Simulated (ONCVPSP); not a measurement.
## lutetium: variants of one ONCV potential

Base potential:

| Property | Result |
| --- | --- |
| Element | Lu (Z = 71) |
| Generator | ONCVPSP 4.0.1 |
| Type | optimised norm-conserving Vanderbilt (ONCV) |
| Functional | PBE |
| Relativity | scalar-relativistic |
| Frozen core | [Kr] 4d10 |
| Valence charge | 25 |
| Reference configuration | 4f14 5s2 5p6 5d1 (charge +2) |
| Partial waves | 5s: rc 1.65 bohr, ncon 4, nbas 7, qcut 8.1 1/bohr, 2 projectors, debl 0.8 Ha; 5p: rc 1.35 bohr, ncon 4, nbas 8, qcut 5.9 1/bohr, 2 projectors, debl 2.4 Ha; 5d: rc 2.50 bohr, ncon 4, nbas 8, qcut 5.2 1/bohr, 2 projectors, debl 3.7 Ha; 4f: rc 0.55 bohr, ncon 5, nbas 8, qcut 17.9 1/bohr, 1 projector |
| Local potential | polynomial inside 0.55 bohr (lpopt 5, dvloc0 4 Ha) |
| Core correction | Teter function, fcfact 2, rcfact 1.05 |

In the s channel the program set the typed energies aside and used -2.785, 0.250 Ha.

Cutoffs, loose and tight: the cutoffs (Ha) at which the residual kinetic energy of the hardest occupied pseudo-wave falls to 1 and 0.1 mHa per electron. They do not see the model core or the augmentation charge, which bear on the density cutoff. Test errors are all-electron minus pseudo excitation energies from the reference, over the configurations 4f14 5s2 5p6 5d1 6s2; 4f14 5s2 5p6 5d1 6s1; 4f14 5s2 5p6 5d0; 4f13 5s2 5p6 5d0. A dash means not determined; rows that change the core or the reference have their own tests. The largest error is taken over the tests solved by every variant that gives reliable tests at all: 4f13 5s2 5p6 5d0; 4f14 5s2 5p6 5d0; 4f14 5s2 5p6 5d1 6s1.

A true bound ghost makes a file unfit for plane-wave use even where its test errors are small: the radial tests pick states by their node count and pass the ghost by.

| change | outcome | cutoff, loose | cutoff, tight | bound ghosts | GHOST(+) flags above zero | largest test error (meV) |
| --- | --- | --- | --- | --- | --- | --- |
| base | generated, projector energies reset by the program | 878 Ha | 955 Ha | s, p | d | +87 |
| core correction Teter function, fcfact 1.4, rcfact 1.05 | generated, projector energies reset by the program | 878 Ha | 955 Ha | s, p | d | +88 |
| core correction Teter function, fcfact 2.5, rcfact 1.05 | generated, projector energies reset by the program | 878 Ha | 955 Ha | s, p | d | +87 |
| core correction Teter function, fcfact 3.2, rcfact 1.05 | generated, projector energies reset by the program | 878 Ha | 955 Ha | s, p | d | +86 |
| core correction Teter function, fcfact 4.3, rcfact 1.05 | generated, projector energies reset by the program | 878 Ha | 955 Ha | s, p | d | +85 |
| core correction Teter function, fcfact 4.7, rcfact 1.05 | generated, projector energies reset by the program | 878 Ha | 955 Ha | s, p | d | +85 |
| core correction Teter function, fcfact 5.9, rcfact 1.05 | generated, projector energies reset by the program | 878 Ha | 955 Ha | s, p | d | +84 |
| core correction Teter function, fcfact 6.8, rcfact 1.05 | generated, projector energies reset by the program | 878 Ha | 955 Ha | s, p | d | +83 |
| core correction Teter function, fcfact 7.7, rcfact 1.05 | generated, projector energies reset by the program | 878 Ha | 955 Ha | s, p | d | +83 |

Reading the sweep of the fcfact (base included, trends over the rows without a ghost): Bound ghosts are found at 1.4, 2, 2.5, 3.2, 4.3, 4.7, 5.9, 6.8, 7.7. Every judged row has one, so this setting neither creates nor removes them.
